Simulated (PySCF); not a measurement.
Species: C₇H₈OP₂.
Cartesian coordinates in Å at the PBE0-D3(BJ)/def2-SVP level; atoms count from 1:
```
atom  x, y, z in Å
C1    -3.2018    0.6742   -0.5029
C2    -2.3239   -0.5336   -0.2996
O3    -2.7929   -1.6477   -0.2849
C4    -0.8326   -0.3331   -0.1084
C5    -0.0800   -1.5006    0.0425
P6     1.6208   -1.6872    0.2775
C7     2.2476   -0.0565    0.2788
C8     3.7454    0.0756    0.4242
P9     1.3652    1.4373    0.1281
C10   -0.2871    0.9512   -0.0774
H11   -2.8554    1.2873   -1.3484
H12   -3.1937    1.3141    0.3937
H13   -4.2259    0.3317   -0.6908
H14   -0.6651   -2.4277    0.0118
H15    4.0276    1.0173    0.9196
H16    4.2305    0.0721   -0.5667
H17    4.1740   -0.7610    0.9969
H18   -0.9743    1.7957   -0.1899
```

Level: PBE0/pcSseg-1 in PySCF, non-relativistic, on one gas-phase PBE0-D3(BJ)/def2-SVP geometry that isn't relaxed in the solvent. The solvent is an IEF-PCM continuum (Bondi radii, 1.10 Å for H, scaled by 1.2). The model holds no explicit solvent molecules, cavitation or dispersion.

```json
{"run": "gas", "E − E(gas) (kJ/mol)": "0.00", "HOMO (eV)": "-7.46", "HOMO–LUMO gap (eV)": "5.01", "dipole (D)": "2.46"}
{"run": "P", "E − E(gas) (kJ/mol)": "-23.07", "HOMO (eV)": "-7.41", "HOMO–LUMO gap (eV)": "5.04", "dipole (D)": "3.48"}
{"run": "Q", "E − E(gas) (kJ/mol)": "-10.82", "HOMO (eV)": "-7.42", "HOMO–LUMO gap (eV)": "5.03", "dipole (D)": "2.89"}
```

**Question.** The runs were made in acetone and benzene. Which run belongs to which solvent?

**Answer.** P = acetone, Q = benzene. The dielectric constants are 2.271 (benzene), 20.49 (acetone), and the energy falls further as ε rises. In this model the ground state sees the solvent through ε alone.

**Question.** How constant is the ratio of the lowering to (ε − 1)/(2ε + 1)?

**Answer.** 
```tsv
solvent	(ε − 1)/(2ε + 1)	E − E(gas) (kJ/mol)	ratio (kJ/mol)	polarisation term (kJ/mol)
benzene	0.229	-10.82	-47.2	-11.66
acetone	0.464	-23.07	-49.7	-27.22
```

The ratio changes by +5.3 % in size from benzene to acetone. The polarisation term is half the interaction of the solute with the induced surface charges.

The run took 43 s on an Arm Neoverse V1 with one thread, no GPU (shared host), and the process peaked at 1.2 GiB of memory. This is the whole shielding run at PBE0/pcSseg-1 in acetone, SCF included.
